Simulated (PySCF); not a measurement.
BrF3Ge.

```xyz
5

F     -1.3731    -0.7928     1.2854
Ge     0.0000     0.0000     0.6525
F      1.3731    -0.7928     1.2854
F      0.0000     1.5855     1.2854
Br     0.0000     0.0000    -1.5881
```
Charge 0, spin multiplicity 1.

Geometry: PBE0-D3(BJ)/def2-SVP.

Computed with PBE/pcSseg-1 (PySCF). Non-relativistic, no solvent.

Computed absolute GIAO shielding of each atom: isotropic value and principal components (ppm):
```tsv
atom	σ(iso)	σ11	σ22	σ33	span
F1	258.9	190.9	195.2	390.5	199.6
Ge2	1289.4	1237.7	1237.7	1392.6	154.9
F3	258.9	190.9	195.2	390.5	199.6
F4	258.9	190.9	195.2	390.5	199.6
Br5	2393.8	2108.1	2108.1	2965.0	856.9
```
